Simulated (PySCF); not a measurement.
**Atomic charges against the basis set**

CH₃Cl₃SSi.
Cartesian coordinates in Å at the PBE0-D3(BJ)/def2-SVP level; atoms count from 1:
```
atom  x, y, z in Å
S1     1.683   -0.080   -0.445
Si2   -0.010    0.163    0.822
C3    -1.601    0.483   -0.210
Cl4   -2.950    0.669    0.941
Cl5   -1.896   -0.934   -1.256
Cl6   -1.433    1.943   -1.196
H7     1.198   -1.199   -1.028
H8    -0.304   -1.046    1.637
H9     0.240    1.368    1.654
```

PBE0 throughout (PySCF), one geometry, spherical d and f functions. The structure is a single PBE0-D3(BJ)/def2-SVP conformer in the gas phase; no vibrational or solvent corrections. Atoms taken as equivalent share a column and are averaged.

Mulliken charges (e):

```json
{"basis": "STO-3G", "functions": "53", "S1": "-0.049", "Si2": "+0.556", "C3": "-0.080", "Cl4/Cl5/Cl6": "-0.088", "H7": "+0.003", "H8/H9": "-0.083"}
{"basis": "6-31G", "functions": "80", "S1": "-0.226", "Si2": "+0.613", "C3": "-0.904", "Cl4/Cl5/Cl6": "+0.172", "H7": "+0.096", "H8/H9": "-0.047"}
{"basis": "pcSseg-0", "functions": "80", "S1": "-0.419", "Si2": "+0.756", "C3": "-1.037", "Cl4/Cl5/Cl6": "+0.147", "H7": "+0.201", "H8/H9": "+0.030"}
{"basis": "6-31G*", "functions": "110", "S1": "-0.267", "Si2": "+0.468", "C3": "-0.516", "Cl4/Cl5/Cl6": "+0.067", "H7": "+0.144", "H8/H9": "-0.015"}
{"basis": "cc-pVDZ", "functions": "119", "S1": "-0.202", "Si2": "+0.392", "C3": "-0.412", "Cl4/Cl5/Cl6": "+0.030", "H7": "+0.124", "H8/H9": "+0.004"}
{"basis": "def2-SVP", "functions": "119", "S1": "-0.240", "Si2": "+0.517", "C3": "-0.256", "Cl4/Cl5/Cl6": "-0.031", "H7": "+0.112", "H8/H9": "-0.020"}
{"basis": "aug-cc-pVDZ", "functions": "185", "S1": "-0.453", "Si2": "+0.173", "C3": "-0.726", "Cl4/Cl5/Cl6": "+0.055", "H7": "+0.197", "H8/H9": "+0.322"}
{"basis": "6-311+G(2d,p)", "functions": "220", "S1": "-0.254", "Si2": "+0.208", "C3": "+0.426", "Cl4/Cl5/Cl6": "-0.164", "H7": "+0.142", "H8/H9": "-0.014"}
{"basis": "def2-TZVP", "functions": "234", "S1": "-0.286", "Si2": "+0.180", "C3": "+0.092", "Cl4/Cl5/Cl6": "-0.067", "H7": "+0.182", "H8/H9": "+0.017"}
{"basis": "cc-pVTZ", "functions": "242", "S1": "-0.204", "Si2": "+0.285", "C3": "-0.079", "Cl4/Cl5/Cl6": "-0.048", "H7": "+0.117", "H8/H9": "+0.012"}
{"basis": "IGLO-III", "functions": "285", "S1": "-0.295", "Si2": "+0.827", "C3": "-0.509", "Cl4/Cl5/Cl6": "+0.075", "H7": "+0.022", "H8/H9": "-0.135"}
```

IAO charges (e):

```tsv
basis	functions	S1	Si2	C3	Cl4/Cl5/Cl6	H7	H8/H9
STO-3G	53	-0.134	+0.630	-0.297	-0.018	+0.034	-0.090
6-31G	80	-0.256	+0.551	-0.288	-0.009	+0.118	-0.049
pcSseg-0	80	-0.265	+0.552	-0.323	-0.001	+0.129	-0.045
6-31G*	110	-0.267	+0.674	-0.266	-0.021	+0.104	-0.091
cc-pVDZ	119	-0.280	+0.671	-0.240	-0.027	+0.115	-0.092
def2-SVP	119	-0.276	+0.687	-0.250	-0.024	+0.110	-0.099
aug-cc-pVDZ	185	-0.292	+0.678	-0.232	-0.031	+0.121	-0.091
6-311+G(2d,p)	220	-0.288	+0.702	-0.251	-0.027	+0.116	-0.099
def2-TZVP	234	-0.289	+0.715	-0.254	-0.026	+0.114	-0.103
cc-pVTZ	242	-0.292	+0.703	-0.245	-0.028	+0.118	-0.099
IGLO-III	285	-0.287	+0.710	-0.259	-0.024	+0.114	-0.103
```

Some averages cover members that differ in this geometry, most widely: Cl4/Cl5/Cl6, Mulliken in 6-311+G(2d,p) -0.242 to -0.077; H8/H9, Mulliken in aug-cc-pVDZ +0.299 to +0.346; Cl4/Cl5/Cl6, Mulliken in 6-31G +0.159 to +0.189; Cl4/Cl5/Cl6, Mulliken in pcSseg-0 +0.133 to +0.162 e.

Q: Which scheme is steadiest as the basis changes?

A: Largest range over the bases for any column: IAO 0.16 e, Mulliken 1.46 e. IAO charges move least and Mulliken charges most, counted in e. Without the minimal STO-3G basis the ranges are IAO 0.16, Mulliken 1.46 e.

Q: How much do the charges still move between the two largest bases, cc-pVTZ and IGLO-III?

A: At most, over all atoms: Mulliken 0.542 e, IAO 0.013 e.

Q: What do the same runs give for the total energy, the frontier levels and the dipole moment?

A: 
| basis | energy (Eh) | HOMO (eV) | LUMO (eV) | μ (D) |
| --- | --- | --- | --- | --- |
| STO-3G | -2084.2561 | -4.55 | 2.04 | 2.37 |
| 6-31G | -2107.2126 | -7.99 | -1.17 | 1.51 |
| pcSseg-0 | -2104.9430 | -8.17 | -0.98 | 1.67 |
| 6-31G* | -2107.3468 | -7.88 | -1.10 | 1.17 |
| cc-pVDZ | -2107.4690 | -7.79 | -0.89 | 1.07 |
| def2-SVP | -2106.7710 | -7.76 | -0.47 | 1.00 |
| aug-cc-pVDZ | -2107.4841 | -7.89 | -1.18 | 1.03 |
| 6-311+G(2d,p) | -2107.5226 | -7.90 | -1.27 | 1.06 |
| def2-TZVP | -2107.5336 | -7.89 | -1.05 | 0.98 |
| cc-pVTZ | -2107.5587 | -7.90 | -1.05 | 1.00 |
| IGLO-III | -2107.5171 | -7.77 | -0.94 | 0.92 |

The dipole is fixed by the density alone, so its range of 1.45 D shows that the density itself changes with the basis, not only its division among atoms.
